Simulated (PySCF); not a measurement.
Zr(Cl)3(OH) (Cl3HOZr), SMILES [OH][Zr]([Cl])([Cl])[Cl], multiplicity 1. The structure is a stationary point at PBE-D3(BJ)/def2-SVP. The multiplicity is an assumed one; no other spin state was optimised. The isomer is the one that the SMILES or the coordinates give; other isomers of the formula were not compared. The def2 effective core potentials stand for the cores of Zr; spin–orbit coupling is left out. The values are those of a single conformer.

Method: PBE-D3(BJ)/def2-SVP (PySCF 2.14.0).

Harmonic wavenumbers (cm⁻¹): 94, 94, 106, 140, 140, 286, 286, 369, 411, 411, 750, 3849. Rotational constants (GHz): 1.328, 1.328, 0.9604; symmetry number 3.

Work out the zero-point energy and the ideal-gas rigid-rotor harmonic-oscillator thermochemistry at 298.15 K and 1 atm.

ZPE = ½ Σ hcν = ½ × 6937 cm⁻¹ = 41.49 kJ/mol. H − E(el) = 65.70 kJ/mol. Entropy in J/(mol K): translation 175.70, rotation 114.83, vibration 93.23, total 383.77. G − E(el) = -48.72 kJ/mol. Cp = 109.58 J/(mol K). Modes under 150 cm⁻¹ make the vibrational entropy uncertain.
